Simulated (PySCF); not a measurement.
# Excitation energy of B by level of theory

B [He] 2s2 2p1 (2P) → B [He] 2s1 2p2 (4P), as a difference of total energies. All numbers are calculated (PySCF 2.14, no relativity, point nucleus, in dyall-acv3z (15s9p4d2f, 76 functions)). Correlated levels: valence: 1s2 frozen; virtual orbitals above 40 to 60 times the deepest correlated orbital energy dropped. The calculations carry no spin-orbit coupling.

```csv
method,excitation energy (cm⁻¹)
UHF,17651
MP2 (valence),25176
SCS-MP2 (valence),28256
CCSD (valence),28532
CCSD(T) (valence),28814
```
